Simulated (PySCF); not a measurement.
## Vibration and rotation of BeAl

PBE0 constants of BeAl, ²Σ⁺ (doublet), unpaired electrons σ ↑, a second solution, started from another occupation (PySCF, no relativity, basis sets Be def2-TZVP, Al def2-TZVP; masses 9.0122 and 26.9815 u):

* ωe: 330.8 cm⁻¹
* ωexe: 4.15 cm⁻¹
* Be: 0.35829 cm⁻¹
* αe: 0.00527 cm⁻¹
* D (centrifugal): 1.68e-06 cm⁻¹

(1) Give the vibrational terms G(v) and spacings up to v = 6.

Results:

(1) G(v) = ωe(v+½) − ωexe(v+½)².

```tsv
v	G(v) (cm⁻¹)	G(v) − G(v−1)	Bv (cm⁻¹)
0	164		0.3557
1	487	323	0.3504
2	801	314	0.3451
3	1107	306	0.3398
4	1405	298	0.3346
5	1694	289	0.3293
6	1975	281	0.3240
```
